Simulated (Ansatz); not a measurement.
Spectroscopic constants of BTe, multiplicity 2 (lowest of 2S+1 = 2, 4 at CCSD(T)/def2-TZVPP on PBE0 minima; our sources give no spin for the ground state, which may be another). No spin–orbit coupling.

Constants: fifth-degree fit in 1/R to seven points, most abundant isotopes. Runs in def2 and cc sets follow the lowest solution found near the PBE0 minimum.

Correlated levels freeze the inner cores; with def2 sets outer-core shells near the valence are correlated too. CBS: X⁻³ extrapolation of the correlation energy, Hartree–Fock from the larger set.

The values were computed with Ansatz (Gaussian basis) for Hartree–Fock, density functionals and correlated methods.  In def2 rows elements past Kr take small-core potentials, without spin–orbit coupling.

Q: What bond length and harmonic frequency does B97M-V/def2-TZVPP give?

A: r_e = 1.958 Å, ω_e = 809 cm⁻¹.

Q: What bond length and harmonic frequency does CAM-B3LYP/def2-TZVPP give?

A: r_e = 1.941 Å, ω_e = 831 cm⁻¹.

Q: What bond length and harmonic frequency does CCSD(T)/CBS(def2-TZVPP, def2-QZVPP) give?

A: r_e = 1.949 Å, ω_e = 818 cm⁻¹.

Doubts at one or more of the structures used: a spin-contaminated determinant (CCSD(T)/CBS(def2-TZVPP, def2-QZVPP)).

Ansatz is a first-principles code.
